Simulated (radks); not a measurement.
The numbers below are computed, except where a source is named.
All-electron atom: Mo2+ in [Kr] 4d4. Code: a radial shooting solver on a logarithmic mesh with Libxc functionals. Model: scalar-relativistic Kohn-Sham, LDA (Slater exchange, Perdew-Zunger correlation), spin-unpolarised, spherical densities, finite nucleus; Fermi nuclear charge, rms radius 4.4091 fm.

Radial electron density D(r) = 4 pi r^2 rho(r):

```
   r/bohr * D(r) (the largest magnitude, 64.9, reaches the edge; | marks zero)
 0.004603 |        *
 0.006042 |             *
 0.007931 |                   *
  0.01041 |                           *
  0.01366 |                                  *
  0.01779 |                                         *
  0.02335 |                                            *
  0.03065 |                                           *
  0.04024 |                                       *
  0.05281 |                                     *
  0.06932 |                                           *
  0.09026 |                                                    *
   0.1185 |                                                      *
   0.1555 |                                            *
   0.2041 |                                  *
   0.2679 |                                     *
   0.3517 |                                         *
   0.4616 |                               *
   0.6011 |               *
    0.789 |         *
    1.036 |         *
    1.359 |      *
    1.784 |   *
    2.342 |*
     3.05 *
    4.003 *
    5.254 *
```

D(r) has 4 maxima, at r = 0.0247, 0.109, 0.341, 0.987 bohr, and minima at 0.0495, 0.219, 0.848 bohr, inside which lie 2.03, 11.08, 29.34 electrons.
